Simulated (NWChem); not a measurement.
System: SnHF, singlet; SMILES [F][SnH]

Computed with NWChem. Low-valent species are run as closed-shell singlets; no triplet was tried in these runs. The geometry was optimised at PBE0/def2-SVP. def2 effective core potentials on Sn; no spin-orbit coupling. Vertical excitations in the gas phase; the lowest state need not have the same character in each row.

```
level                                             lowest excitation, singlet (eV)  oscillator strength of that lowest state  lowest state with f > 0.02, singlet (eV)  oscillator strength of that bright state  orbital gap (eV)
------------------------------------------------  -------------------------------  ----------------------------------------  ----------------------------------------  ----------------------------------------  ----------------
PBE/def2-SVP, full TDDFT                                                     2.66                                     0.014                                      4.98                                     0.026              2.29
B3LYP/def2-SVP, full TDDFT                                                   2.79                                     0.017                                      5.22                                     0.040              3.71
PBE0/def2-SVP, full TDDFT                                                     ___                                     0.020                                       ___                                     0.020               ___
LDA (Slater exchange, VWN5)/def2-SVP, full TDDFT                             2.56                                     0.011                                      4.93                                     0.023              2.17
```

Problem. What belongs in the gaps?

Solution. 
- PBE0/def2-SVP, full TDDFT, lowest excitation, singlet (eV): 2.85
- PBE0/def2-SVP, full TDDFT, lowest state with f > 0.02, singlet (eV): 2.85
- PBE0/def2-SVP, full TDDFT, orbital gap (eV): 4.13
